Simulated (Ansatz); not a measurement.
Reactions of AlH₈NSi₂ (`[AlH2][NH][SiH2][SiH3]`).

Computed with Ansatz on PBE0-D4/def2-TZVP structures; ΔE is electronic, products minus reactants. CBS: MP2 limit from def2 TZ/QZ plus the TZ coupled-cluster correction, frozen cores. This one scheme is used for every species. For Ge outer-core shells are correlated without core-valence functions, which leaves a few kJ/mol of doubt a bond. Scalar relativity is left out up to krypton. One conformer a species, not always the lowest.

```tsv
reaction	CCSD/CBS(def2) (kJ/mol)
`[AlH2][NH][SiH2][SiH3]` + `F[CH2][AlH][SiH3]` → `F[SiH2][NH][AlH2]` + `[SiH3][CH2][AlH][SiH3]`	-288
`[AlH2][NH][SiH2][SiH3]` → `[AlH2][NH][SiH3]` + `[SiH2]`	227
`[AlH2][NH][SiH2][SiH3]` + `CBF` → `F[BH][AlH2]` + `CN[SiH2][SiH3]`	253
`[AlH2][NH][SiH2][SiH3]` + `[SiH3][SiH2][SiH2][GeH2][SiH2][GeH3]` → `[SiH3][SiH2][SiH2][GeH2][SiH2][SiH3]` + `[AlH2][NH][SiH2][GeH3]`	-2
```

**Question.** Give the CCSD(T)/CBS values in the same order. (Best estimate.)

**Answer.** Ansatz gave: -287, 233, 254, -2 kJ/mol.

Largest T1 diagnostic: 0.014, for `[SiH2]`.
